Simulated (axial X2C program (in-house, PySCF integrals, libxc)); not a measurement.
## AsS⁺ at several levels of theory

Calculated with an in-house all-electron X2C program for linear molecules (integrals from PySCF). Spin-free means the one-electron spin-free X2C Hamiltonian; two-component (2c) means X2C with spin–orbit coupling and atomic mean-field two-electron Coulomb and Gaunt terms, so the difference of the two also holds small scalar two-electron terms. Basis: As dyall-cv3z [9s9p6d4f1g], S dyall-av3z [9s8p3d2f] (cores contracted in-house); Gaussian nuclei, density fitting, unrestricted open shells. Masses: As 74.922 u, S 31.972 u.

Input:
```json
{
 "zs": [
  33,
  16
 ],
 "q": 1,
 "bas": [
  "dyall-cv3z",
  "dyall-av3z"
 ],
 "levels": [
  "PBE0",
  "HF",
  "PBEsol"
 ],
 "cc": true,
 "r0": 2.08,
 "thr": -2.0,
 "nmax": 90,
 "npts": 10,
 "nst": 2,
 "ntry": 6
}
```
```bash
python so2c.py task.json out
```

Keys: zs atomic numbers; q charge; bas basis sets; levels methods; cc coupled cluster on or off; r0 starting distance in Å; thr threshold in hartree for freezing inner shells (an s shell follows its p shell); nmax most natural virtual spinors; npts points on the curve; nst determinants followed; ntry starts of the search. HF also brings MP2.

State, spin-free: M_S = 0, Λ = 0 (closed shell); electrons by block: σα: 12, σβ: 12, π+α: 5, π+β: 5, π-α: 5, π-β: 5, δ+α: 1, δ+β: 1, δ-α: 1, δ-β: 1. Fragments: As+ + S for PBE0, MP2, CCSD, CCSD(T), PBEsol; As + S+ for HF.

State, 2c: Ω = 0 (closed shell); electrons by block: 1/2: 17, -1/2: 17, 3/2: 6, -3/2: 6, 5/2: 1, -5/2: 1. Fragments: As+ + S.

| Hamiltonian | level | Re (Å) | ωe (cm⁻¹) | ωexe (cm⁻¹) | Be (cm⁻¹) | De (eV) | D0 (eV) | μ (D) |
| --- | --- | --- | --- | --- | --- | --- | --- | --- |
| spin-free | PBE0 | 1.935 | 685.1 | 1.64 | 0.201 | 5.90 | 5.86 | -0.29 |
| spin-free | HF | 1.902 | 758.7 | 1.51 | 0.2081 | 2.81 | 2.76 | -0.65 |
| spin-free | MP2 | 1.975 | 606.5 | 2.39 | 0.1929 | 6.05 | 6.01 | n/a |
| spin-free | CCSD | 1.947 | 671.9 | 1.7 | 0.1985 | 5.41 | 5.37 | n/a |
| spin-free | CCSD(T) | 1.966 | 631.5 | 2 | 0.1946 | 5.80 | 5.76 | n/a |
| spin-free | PBEsol | 1.954 | 647.6 | 1.71 | 0.1971 | 6.79 | 6.75 | -0.10 |
| 2c | PBE0 | 1.935 | 684.3 | 1.64 | 0.2008 | n/a | n/a | -0.29 |
| 2c | PBEsol | 1.954 | 646.9 | 1.71 | 0.197 | n/a | n/a | -0.11 |

Correlated methods: 10 electrons correlated (number of frozen shells: As 3 s, 2 p, 1 d; S 2 s, 1 p), 232 virtual spin orbitals or spinors in MP2, 88 natural virtuals in coupled cluster.

Dipoles are positive if S is the positive end and refer to the centre of mass.

One determinant describes the state; a PBE0 search over occupations chose it and may have missed a lower one. Closed shells are restricted here (equal orbitals for both partners); the stretched side of such a curve lies too high. Dissociation energies refer to the lowest single-determinant-based atoms at the same level and basis. De is not given where an atomic determinant may have missed its ground term or J level, or where the truncated virtual space spoils (T). Coupled cluster ran in a truncated set of natural virtual spinors; the MP2 energy of the rest was added. (T) has no such correction and the atoms are truncated less, which lowers De at CCSD(T) by a hundredth of an eV or more. The functionals have no current-density term, which raises determinants with orbital currents, atoms included.

No reliable constants came from CCSD (2c), CCSD(T) (2c), HF (2c), MP2 (2c): no minimum in range, unconverged points, a curve that is not smooth, a change of character along it, or the two Hamiltonians disagreeing along it.

Rough cost a point (2c) on 1 thread(s) of a shared host, integrals apart: PBE0 0.5 s, PBEsol 0.4 s.
